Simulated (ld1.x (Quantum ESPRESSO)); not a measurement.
# Before and after: TM potential for mercury

ld1.x (Quantum ESPRESSO) 7.5 input, shortened:

```
&input
   title='Hg', zed=80., rel=1, dft='PZ', iswitch=3,
   config='[Xe] 4f14 5d10 6s2 6p0'
 /
 &inputp
   pseudotype=2, tm=.true., lloc=2,
   nlcc=.true., new_core_ps=.true.
 /
3
6S  1  0   2.00   0.00  2.05  2.05  0.0
6P  2  1   0.00   0.00  2.15  2.15  0.0
5D  3  2  10.00   0.00  1.70  1.70  0.0
 &test
   configts(1)='5d10 6s2 6p0'
 /
```

All-electron outer shells of the reference configuration (LDA (PZ), scalar-relativistic, ld1.x):

```tsv
shell	level (eV)	outermost node (bohr)	outermost maximum (bohr)
4f	-96.34	–	0.37
5p	-66.76	0.51	0.92
5d	-10.07	0.55	1.17
6s	-7.13	1.08	2.21
6p	-1.19	1.27	3.26
```

Change: wave 5d (bound): rc 1.70 bohr becomes 5d (bound): rc 2.50 bohr.

Cutoffs: the cutoffs (Ry, on a coarse ladder) from which the occupation-weighted sum of valence levels, in a spherical-Bessel basis at the reference potential, stays within 10 and 1 mRy of its value at 400 Ry; they do not see the model core or the augmentation charge, which bear on the density cutoff. Errors are all-electron minus pseudo energies relative to the spin-unpolarised reference configuration.

**Question.** What does the change do?

**Answer.** The potential gets softer (50 Ry and 70 Ry → 40 Ry and 60 Ry); the bound ghosts move from p, s to s; of the 9 tests that both files solve, the error grows in 5 and shrinks in 0 by more than 15 % and 0.3 meV (median size 37.2 → 46.7 meV). A larger radius leaves more room for a smooth pseudo-wave, so fewer plane waves are needed. More of the atom is replaced by a form fitted at one configuration, so other configurations suffer.

| quantity | base | changed |
| --- | --- | --- |
| cutoff, loose | 50 Ry | 40 Ry |
| cutoff, tight | 70 Ry | 60 Ry |
| loose cutoff by channel (10 mRy a level) | s 6 Ry, d 40 Ry | s 12 Ry, d 35 Ry |
| bound ghosts | s, p | s |
| error for 5d10 6s1 6p0, meV [ΔE 11.05 eV] | -11 | -11 |
| error for 5d10 6s0 6p0, meV [ΔE 30.44 eV] | -49 | -47 |
| error for 5d9 6s0 6p0, meV [ΔE 66.26 eV] | -56 | -120 |
| error for 5d10 6s1 6p1, meV [ΔE 6.16 eV] | -5.2 | +5.2 |
| error for 5d9 6s2 6p0, meV [ΔE 15.73 eV] | -37 | -46 |
| error for 5d9 6s2 6p1, meV [ΔE 10.36 eV] | -67 | +418 |
| error for 5d10 6s0 6p1, meV [ΔE 18.59 eV] | -34 | +239 |
| error for 5d10 6s1 6p0 (spin-polarised), meV [ΔE 10.89 eV] | -11 | -11 |
| error for 5d9 6s0 6p0 (spin-polarised), meV [ΔE 66.10 eV] | -54 | -114 |

Base: These tests converged, but a pseudo level misses the all-electron one widely, so the file describes the atom poorly there or has found another state: 5d9 6s0 6p0: empty 6p by 5.3 eV (a node warning on the way). Changed file: These tests converged, but a pseudo level misses the all-electron one widely, so the file describes the atom poorly there or has found another state: 5d10 6s0 6p0: empty 6p by 3.1 eV. A true bound ghost makes a file unfit for plane-wave use even where its test errors are small: the radial tests pick states by their node count and pass the ghost by.
